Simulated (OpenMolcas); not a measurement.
Ni3+ with 4 ligands (bromide) in tetrahedral coordination (Td). A charge of +0.25 e stands 2.6 Å behind each ligand. Ligand basis ANO-RCC-VDZP.

| Property | Result |
| --- | --- |
| Program | OpenMolcas |
| Method | CASSCF |
| Basis | ANO-RCC-VDZP [5s4p2d1f] |
| Scalar Hamiltonian | DKH2, point nucleus |
| Active space | 7 electrons in 5 orbitals (3d) |
| State averaging | 2S+1 = 4 even, 10 roots; 2S+1 = 2 even, 40 roots |
| Spin-orbit coupling | state interaction with AMFI integrals over the reference wave functions |

All ligands move together. At R = 2.24 Å the first state of the same spin is 4241 cm-1, and at R = 2.46 Å it is 2736 cm-1.

Question: A third run gives 3219 cm-1. What distance was it run at?

Answer: With a power law R^-n the two known points give n = -ln(2736 / 4241) / ln(2.46 / 2.24) = 4.68. Then R = 2.24 × (4241 / 3219)^(1/4.68) = 2.376 Å. The run was at 2.38 Å, so the estimate is off by -0.004 Å.

Without dynamic correlation the repulsion within the d shell is too large (B by tens of per cent), so at a given field states of lower spin stand too high. Ligand-to-metal charge-transfer states are missing. This ion would oxidise such ligands; the complex is a model and need not exist. With no ligand orbital active B as a rule stays too high, so bands that hang on it stand too high and its fall with covalency is understated. With metal d orbitals alone and no dynamic correlation the field as a rule comes out too small, by tens of per cent, by up to half for chloride and softer ligands, and the orbital part of g and χT, which goes as 1/10Dq, too large. The least metal-like active orbital is 80 % on the metal (Löwdin) and no ligand orbital is active, so the numbers are rough (holds for R = 2.24). The least metal-like active orbital is 83 % on the metal (Löwdin) and no ligand orbital is active, so the numbers are rough (holds for R = 2.38). The least metal-like active orbital is 84 % on the metal (Löwdin) and no ligand orbital is active, so the numbers are rough (holds for R = 2.46). No measured value stands beside these numbers; the geometry is a model, was not optimised and need not be the one that this ion takes.
